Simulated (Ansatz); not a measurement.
Born–Oppenheimer molecular dynamics of C$_{3}$H$_{12}$AlN (17 atoms, charge 0, multiplicity 1). It starts from a rough guess of a transition structure, not a stationary point.

Theory: UKS PBE0-D4/STO-3G in Ansatz 0.2.0.

```
ensemble                      : NVE (velocity Verlet)
time step                     : 0.5 fs
steps asked                   : 150
starting velocities drawn for : 300 K
seed                          : 862808
```

First frame:

```xyz
17
Properties=species:S:1:pos:R:3
Al -0.379 1.472 0.982
N -0.440 -0.184 -0.520
C -1.224 -1.391 -0.409
C 0.031 0.081 -1.860
H 0.053 2.839 0.398
H -1.447 1.500 2.100
H 0.525 -0.097 0.419
C 1.425 0.145 1.466
H -1.534 -1.511 0.631
H -0.637 -2.270 -0.707
H -2.122 -1.353 -1.036
H 0.571 1.031 -1.853
H -0.798 0.157 -2.574
H 0.709 -0.710 -2.210
H 1.935 -0.809 1.330
H 1.151 0.178 2.529
H 2.182 0.922 1.313
```

(1) How far do the bonds stretch over the last three quarters of this one trajectory? (Pairs bonded in most of those frames.)

Results:

(1) 
| bond | mean (Å) | spread (Å) | shortest | longest |
| --- | --- | --- | --- | --- |
| Al1–N2 | 2.057 | 0.068 | 1.93 | 2.14 |
| Al1–H5 | 1.508 | 0.033 | 1.46 | 1.56 |
| Al1–H6 | 1.507 | 0.027 | 1.47 | 1.55 |
| Al1–C8 | 1.941 | 0.131 | 1.79 | 2.15 |
| N2–C3 | 1.511 | 0.042 | 1.44 | 1.57 |
| N2–C4 | 1.523 | 0.063 | 1.43 | 1.62 |
| N2–H7 | 1.065 | 0.057 | 0.98 | 1.15 |
| C3–H9 | 1.102 | 0.020 | 1.07 | 1.13 |
| C3–H10 | 1.105 | 0.014 | 1.08 | 1.13 |
| C3–H11 | 1.102 | 0.024 | 1.07 | 1.14 |
| C4–H12 | 1.104 | 0.028 | 1.06 | 1.15 |
| C4–H13 | 1.101 | 0.016 | 1.08 | 1.13 |
| C4–H14 | 1.105 | 0.015 | 1.08 | 1.14 |
| C8–H15 | 1.110 | 0.038 | 1.05 | 1.18 |
| C8–H16 | 1.105 | 0.018 | 1.07 | 1.15 |
| C8–H17 | 1.100 | 0.012 | 1.08 | 1.12 |

Mean temperature of the second half: 969 K. The conserved energy stayed within 0.25 meV per atom of its start (net change 0.034 meV per atom), so the integration is sound. The kinetic energy rose, since the run started high on the potential surface and went downhill. A run of 0.075 ps of so small a system gives no equilibrium averages. The orbitals were unrestricted but ended closed-shell. Limits of this set-up: minimal basis.

Time of the run: 21 min on 1 thread of Arm Neoverse N1, with other jobs on the host, peak memory 0.16 GiB.
